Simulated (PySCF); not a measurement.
# A small calculation by hand: entropy of an ideal gas

Ge(OH)2 (GeH₂O₂), SMILES [OH][Ge][OH] (connectivity only; charge and spin as stated), neutral, multiplicity 1.

Coordinates come from a PBE-D3(BJ)/def2-TZVP optimisation. Other conformers were not sampled.

PBE-D3(BJ)/def2-TZVP (PySCF) gives the harmonic wavenumbers 258, 389, 468, 641, 658, 803, 865, 3716, 3717 cm⁻¹ and the rotational temperatures 0.6970, 0.3730, 0.2430 K. The molar mass is 106.64 g/mol, the symmetry number 2, the spin multiplicity 1.

Task: Work out the entropy at 298.15 K and 1 atm in the rigid-rotor, harmonic-oscillator model.

Result: 
Translation (Sackur–Tetrode at 1 atm): S = R[1.5 ln M + 2.5 ln T − 1.16487] = 167.0 J/(mol K).
Rotation: q = (√π/σ) T^1.5/√(θA θB θC) = 18200, S = R[ln q + 3/2] = 94.0 J/(mol K).
Vibration: with u = 1.4388 ν/T, each mode gives R[u/(e^u − 1) − ln(1 − e^−u)]:
```csv
ν (cm⁻¹),modes,u,S (J/(mol K))
258,1,1.25,7.01
389,1,1.88,4.20
468,1,2.26,3.11
641,1,3.09,1.61
658,1,3.18,1.51
803,1,3.88,0.86
865,1,4.17,0.67
```
The stiffer modes add less than 0.005 each. Sum 19.0 J/(mol K).
Spin: R ln 1 = 0.0 J/(mol K).
Total 280.0 J/(mol K); the program's own thermochemistry gives 279.9. Translation makes up 60 % and vibration 7 %. Anharmonicity, hindered rotation and orbital degeneracy are left out.
